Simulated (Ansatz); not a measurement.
Gas-phase electronic energies from Ansatz, PBE0-D4/def2-TZVP geometries. CCSD(T)/CBS is the MP2 limit (def2-TZVPP, def2-QZVPP) plus CCSD(T) − MP2 in def2-TZVPP, frozen cores. This one scheme is used for every species, atoms too. No spin–orbit coupling; open shells (•) take unrestricted orbitals. Spin–orbit coupling would lower the free atoms: a little for B, O, Si; strongly for Te. Elements past krypton have def2 core potentials. Bonds to Te are less sure, by a few kJ/mol each and by 10 to 20 or more in all where they break to atoms, as the def2 sets lack core-valence functions. Each species was taken in one conformer, which may not be the lowest.

Reaction (atomization): `OB(O)[Te][SiH3]` → B• + 5 H• + 2 O• + Si• + Te•

| species | CCSD(T)/def2-SVP energy (Eh) |
| --- | --- |
| `OB(O)[Te][SiH3]` | -733.89798 |
| B• | -24.55830 |
| H• | -0.49928 |
| O• | -74.83747 |
| Si• | -288.81556 |
| Te• | -267.08826 |

Work out ΔE.

ΔE = 5 × (-0.49928) + 2 × (-74.83747) + (-24.55830) + (-288.81556) + (-267.08826) − (-733.89798) = 1.26452 Eh = +793.5 kcal/mol. CCSD(T)/CBS gives +853.5 kcal/mol.

Largest T1 diagnostic among the species: 0.014.

From r2SCAN to r2SCAN0 (25 % exact exchange), in def2-TZVPP and without D4, ΔE moves by −16.5 kcal/mol: exact exchange takes away binding that semilocal exchange gives to molecules. The D4 term adds +9.9 kcal/mol with B3LYP and +5.2 kcal/mol with PBE0; it sums over pairs of atoms, weighted by their polarisabilities, and B3LYP, whose exchange is more repulsive, gets the larger term. Leaving LDA and LC-ωPBE aside and taking each functional with its dispersion term where it has one, the values, not all of them listed here, spread over 41.4 kcal/mol, from BHLYP-D4 to PBE-D4. LDA lies +121.2 kcal/mol from PBE without D4, its usual overbinding.

B3LYP here is the variant with VWN-RPA as its local correlation; programs differ in this.

For atomizations the MP2-based limit and the directly extrapolated one differ by several kJ/mol either way, and by 10 to 25 for some Ge, Se and Sn compounds, so smaller differences from it don't rank the levels.
